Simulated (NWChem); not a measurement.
1-butanol (C₄H₁₀O); SMILES CCCCO

```xyz
15

C      0.3373    -2.5111     0.0000
C     -0.5080    -1.2329    -0.0016
C      0.3407     0.0444     0.0003
C     -0.4956     1.3176    -0.0006
O      0.3932     2.4296     0.0008
H      0.9856    -2.5576    -0.8835
H     -0.2934    -3.4075    -0.0010
H      0.9825    -2.5575     0.8858
H     -1.1708    -1.2334     0.8757
H     -1.1671    -1.2332    -0.8816
H      0.9959     0.0604     0.8815
H      0.9988     0.0610    -0.8788
H     -1.1521     1.3327     0.8863
H     -1.1498     1.3330    -0.8892
H     -0.1398     3.2388     0.0025
```
Atoms are numbered in this order, from 1.

Level: B3LYP/6-31G* (spherical d) (NWChem), optimised geometry, unscaled harmonic frequencies. 

Problem. List the harmonic frequencies with IR intensities, and the thermochemistry.

Solution. 
| frequency (cm⁻¹) | IR intensity (km/mol) |
|---|---|
| 111 | 3.1 |
| 120 | 2.7 |
| 187 | 2.4 |
| 251 | 1.1 |
| 288 | 123.2 |
| 395 | 0.1 |
| 440 | 12.8 |
| 753 | 2.0 |
| 823 | 1.4 |
| 913 | 13.4 |
| 966 | 0.1 |
| 1009 | 1.2 |
| 1067 | 22.3 |
| 1081 | 65.1 |
| 1128 | 2.4 |
| 1201 | 2.3 |
| 1260 | 51.3 |
| 1262 | 0.2 |
| 1330 | 1.0 |
| 1332 | 19.5 |
| 1340 | 0.0 |
| 1413 | 3.7 |
| 1442 | 1.5 |
| 1482 | 10.0 |
| 1520 | 0.2 |
| 1527 | 0.5 |
| 1530 | 5.9 |
| 1541 | 4.4 |
| 1559 | 3.1 |
| 2973 | 58.4 |
| 2997 | 62.4 |
| 3024 | 25.5 |
| 3041 | 18.8 |
| 3045 | 55.1 |
| 3049 | 6.9 |
| 3085 | 41.2 |
| 3109 | 70.9 |
| 3112 | 42.4 |
| 3747 | 10.3 |

The zero-point energy is 86.4 kcal/mol and the thermal correction to the enthalpy at 298.15 K (with zero-point energy) comes out as 91.3 kcal/mol. The heat capacity Cv comes out as 23.0 cal/(mol K) and the entropy at 298.15 K and 1 atm (symmetry number 1) is 79.6 cal/(mol K). The dipole moment is 1.52 D.

Rigid rotor and harmonic oscillator.
